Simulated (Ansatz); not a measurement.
**Question.** Name a neutral molecule of B, C, Cl, O and H with HOMO–LUMO gap (ωB97M-V/def2-TZVPP) between 10.80 and 11.10 eV and LUMO energy (B3LYP/def2-TZVPP) between -1.70 and -1.40 eV (Ansatz, PBE0-D4/def2-TZVP geometry).

**Answer.** `ClC1(Cl)BO1` (11.07 eV, -1.59 eV). Other molecules can fit too; these were computed, each in one conformer that needn't be the lowest.

B3LYP here is the variant with VWN-RPA as its local correlation; programs differ in this.
